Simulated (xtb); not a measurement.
Ge(H)2(vinyl)(NH2) (C2H7GeN), SMILES C=[CH][GeH2][NH2]. All values are semi-empirical tight-binding results from xtb (GFN2-xTB unless named), good for trends rather than for accurate numbers. Geometry: GFN2-xTB. Other conformers were not sampled.

For metal compounds this method's bond lengths and energies can be far off.

| Property | Value |
|---|---|
| orbital gap | 4.26 eV |
| zero-point energy | 50.1 kcal/mol |
| G − E(el) at 298.15 K (modified RRHO) | 30.8 kcal/mol |
